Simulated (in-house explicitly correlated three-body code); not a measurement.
Results of a calculation; reference values are marked as such.
# Two electrons around a charge Z: functional-driven and density-driven errors

The exact non-relativistic ground state comes from a variational code in 260 exponentially correlated functions, the Kohn-Sham parts from inverting its density (past Z = 6 the correlation energy is taken as exact minus Hartree-Fock, equal to within microhartrees), and self-consistent runs (Hartree-Fock is restricted) from a B-spline radial code. Z may be fractional; the second electron is bound down to Z = 0.911.

The total error of a self-consistent run is the error on the exact density (functional-driven) plus the energy gained by relaxing to the functional's own density (density-driven, never positive). «Unbound» marks a run whose level isn't bound or that didn't converge.

```csv
Z,PBE functional (mEh),PBE density (mEh),PBEsol functional (mEh),PBEsol density (mEh),RPBE functional (mEh),RPBE density (mEh)
2.22,+14.44,-1.00,+55.13,-1.04,-5.54,-1.11
2.6,?,?,?,?,?,?
2.76,+21.23,-1.10,+75.50,-1.14,-4.39,-1.19
3.32,+28.41,-1.17,+96.97,-1.20,-3.08,-1.25
3.72,?,?,?,?,?,?
4.1,+38.52,-1.23,+127.2,-1.27,-1.14,-1.31
4.9,+48.96,-1.28,+158.5,-1.31,+0.91,-1.36
5.6,+58.13,-1.31,+185.9,-1.34,+2.74,-1.38
6.2,+66.01,-1.33,+209.5,-1.36,+4.31,-1.40
7,+76.51,-1.36,+241.0,-1.39,+6.43,-1.43
8.1,+90.98,-1.39,+284.4,-1.41,+9.35,-1.45
9.1,+104.1,-1.40,+323.9,-1.43,+12.01,-1.47
```

Question: What belongs in the row Z = 2.6?

Answer: PBE functional (mEh): +19.20; PBE density (mEh): -1.07; PBEsol functional (mEh): +69.42; PBEsol density (mEh): -1.11; RPBE functional (mEh): -4.75; RPBE density (mEh): -1.17.

Question: What belongs in the row Z = 3.72?

Answer: PBE functional (mEh): +33.58; PBE density (mEh): -1.20; PBEsol functional (mEh): +112.4; PBEsol density (mEh): -1.24; RPBE functional (mEh): -2.10; RPBE density (mEh): -1.29.

Question: Which part of the error is larger?

Answer: PBE: functional-driven +104.1, density-driven -1.40 mEh at Z = 9.1; PBEsol: functional-driven +323.9, density-driven -1.43 mEh at Z = 9.1; RPBE: functional-driven +12.01, density-driven -1.47 mEh at Z = 9.1. The density-driven part is second order in the error of the density, so it stays small unless the second electron is loosely bound.
